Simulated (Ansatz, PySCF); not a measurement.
Molecule: CHBrF (charge 0, doublet). It need not be the lowest isomer of its formula. 
Structure (B3LYP-D3(BJ)/def2-TZVP (Ansatz, an electronic-structure program) minimum search):
SMILES: Br[CH]F
```xyz
4

C     -0.3928     0.7341     0.8607
F     -0.8459     1.8163     0.2309
Br     0.2797    -0.6200    -0.2571
H      0.1810     0.9499     1.7553
```
Charge 0, spin multiplicity 2.

Total electronic energies in hartree. Cores are frozen in the correlated levels unless marked. Open shells are spin-unrestricted. No spin-orbit coupling. The frozen core is the preceding noble-gas configuration, with the filled d and f shells of earlier blocks. Non-relativistic. CBS(X,Y): correlation extrapolated as X^-3; Hartree-Fock from the larger set. The bracket is a focal-point correction in the basis named.

| level | program | energy (Eh) |
|---|---|---|
| HF/6-31G* | Ansatz | -2709.92760 |
| HF/def2-TZVPD | PySCF | -2710.30359 |
| BLYP-D4/def2-TZVPD | Ansatz + dftd4 | -2712.70583 |
| revPBE-D4/def2-TZVPD | Ansatz + dftd4 | -2712.43998 |
| PBE0/def2-SVP | Ansatz | -2711.77271 |
| PBE0-D3(BJ)/def2-TZVP | Ansatz + dftd3 | -2712.25522 |
| PBE0-D4/def2-TZVPD | Ansatz + dftd4 | -2712.25674 |
| r2SCANh/def2-TZVPD | Ansatz | -2712.60914 |
| MP2/cc-pVDZ | Ansatz | -2710.63009 |
| SCS-MP2/6-31G* | Ansatz | -2710.30565 |
| SCS-MP2/aug-cc-pVTZ | Ansatz | -2710.89623 |
| CCSD(T)/6-31G* | Ansatz | -2710.35314 |
| RI-MP2/CBS(aug-cc-pVTZ,aug-cc-pVQZ)+[CCSD(T)-MP2]/aug-cc-pVTZ | Ansatz | -2711.0423 |
| RI-MP2/CBS(cc-pVTZ,cc-pVQZ)+[CCSD(T)-MP2]/cc-pVTZ | Ansatz | -2711.0389 |
| RI-MP2/CBS(def2-TZVPPD,def2-QZVPPD)+[CCSD(T)-MP2]/def2-TZVPPD | Ansatz | -2711.0409 |

Totals of different functionals don't rank their quality; only differences between species are comparable.
